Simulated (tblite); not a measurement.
Compound: C7H7OS (doublet state).
Bonds: C1–S2, S2–C3, C3–C4 (aromatic), C4–C5 (aromatic), C5–C6 (aromatic), C6–O7, C6–C8 (aromatic), C8–C9 (aromatic), C3–C9 (aromatic). Hydrogens: H10, H11, H12 on C1; H13 on C4; H14 on C5; H15 on C8; H16 on C9.

A start from a force field or distance geometry was refined with GFN2-xTB geometry optimisation, gas phase (tblite 0.8.0). Values at the start:

```json
{"coordinate": "C1–S2", "start": "1.829 Å"}
{"coordinate": "C1–H10", "start": "1.094 Å"}
{"coordinate": "S2–C3", "start": "1.782 Å"}
{"coordinate": "C3–C4", "start": "1.382 Å"}
{"coordinate": "C3–C9", "start": "1.392 Å"}
{"coordinate": "C4–C5", "start": "1.413 Å"}
{"coordinate": "C4–H13", "start": "1.082 Å"}
{"coordinate": "C5–C6", "start": "1.406 Å"}
{"coordinate": "C5–H14", "start": "1.085 Å"}
{"coordinate": "C6–O7", "start": "1.268 Å"}
{"coordinate": "C6–C8", "start": "1.413 Å"}
{"coordinate": "C8–C9", "start": "1.403 Å"}
{"coordinate": "C8–H15", "start": "1.097 Å"}
{"coordinate": "C9–H16", "start": "1.084 Å"}
{"coordinate": "C1–S2–C3", "start": "98.3°"}
{"coordinate": "S2–C3–C4", "start": "122.1°"}
{"coordinate": "S2–C3–C9", "start": "119.6°"}
{"coordinate": "C4–C3–C9", "start": "118.3°"}
{"coordinate": "C4–C5–C6", "start": "122.7°"}
{"coordinate": "C5–C6–O7", "start": "122.7°"}
{"coordinate": "C5–C6–C8", "start": "114.6°"}
{"coordinate": "C6–C8–C9", "start": "123.0°"}
{"coordinate": "C1–S2–C3–C4", "start": "-63°"}
```

How do these coordinates change at the GFN2-xTB level?

```
 coordinate  GFN2-xTB (Å or °)  change
      C4–C5              1.362  -0.051
      C8–C9              1.358  -0.045
      C5–C6              1.450  +0.044
      S2–C3              1.740  -0.042
      C6–C8              1.452  +0.039
      C6–O7              1.235  -0.033
      C3–C4              1.404  +0.022
      C3–C9              1.410  +0.018
     C8–H15              1.079  -0.018
      C1–S2              1.815  -0.014
     C1–H10              1.086  -0.008
     C5–H14              1.080  -0.005
     C9–H16              1.081  -0.003
     C4–H13              1.080  -0.002
   C1–S2–C3              104.9    +6.6
   S2–C3–C9              115.9    -3.7
   S2–C3–C4              124.5    +2.4
   C6–C8–C9              121.7    -1.3
   C4–C3–C9              119.6    +1.3
   C5–C6–C8              115.2    +0.6
   C4–C5–C6              122.3    -0.4
   C5–C6–O7              122.3    -0.4
C1–S2–C3–C4                 -1     +62
```

The energy falls by 39.8 kJ/mol over 81 L-BFGS steps, the largest force on an atom goes from 2.74 to 0.007 eV/Å, and the atoms move by 0.631 Å rms after alignment. The bond that changes most is C4–C5 (both ends carbon bonded to 2 C and H), which shortens by 0.051 Å. Bonds longer at the end by more than 0.005 Å: 4 of 16; shorter: 8. Among the dihedrals that turn most is C1–S2–C3–C4, from -63° to -1°. Rotational constants go from 4016, 766.2, 691.8 to 4120, 794.4, 668.8 MHz.

On one thread of an Arm Neoverse V1, shared host, this took 0.6 s of wall time.

Its GFN2-xTB frequencies are all real (lowest 50 cm⁻¹).

One conformer stands for the species.

The numbers are calculated, not measured.
